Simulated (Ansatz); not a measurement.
Br2GeH2 (`[Br][GeH2][Br]`). Charge 0, multiplicity 1.

| atom | x (Å) | y (Å) | z (Å) |
| --- | --- | --- | --- |
| Br1 | 1.7670 | -0.1319 | 1.2753 |
| Ge2 | 0.0164 | 0.0447 | -0.1983 |
| Br3 | -1.9483 | -0.3620 | 0.9160 |
| H4 | 0.1868 | -1.0318 | -1.2710 |
| H5 | -0.0219 | 1.4810 | -0.7219 |

Problem. List the harmonic frequencies (cm⁻¹, unscaled) at PBE0-D4/def2-TZVP in Ansatz. (Estimate.)

Solution. The calculation gave: 98, 299, 326, 485, 630, 753, 845, 2185, 2201.

Problem. Is this a minimum?

Solution. Yes, all 9 modes are real.

Problem. Give the ideal-gas thermochemistry at 298.15 K and 1 bar (rigid rotor, harmonic oscillator; point group C2v, symmetry number 2).

Solution. Zero-point energy 46.8 kJ/mol; H(298) − E = 62.2 kJ/mol; entropy 324.3 J/(mol·K), of which translation 176.9, rotation 115.1, vibration 32.3; G(298) − E = -34.5 kJ/mol. Modes under 100 cm⁻¹ are hindered rotations or soft bends, so the harmonic entropy is rough.

Problem. And at 400, 500, 600, 800 and 1000 K?

Solution. 
```tsv
T (K)	H − E (kJ/mol)	S (J/mol/K)	G − E (kJ/mol)
400	69.7	346.0	-68.7
500	77.8	363.9	-104.2
600	86.2	379.3	-141.4
800	104.1	405.0	-219.9
1000	123.0	426.1	-303.1
```
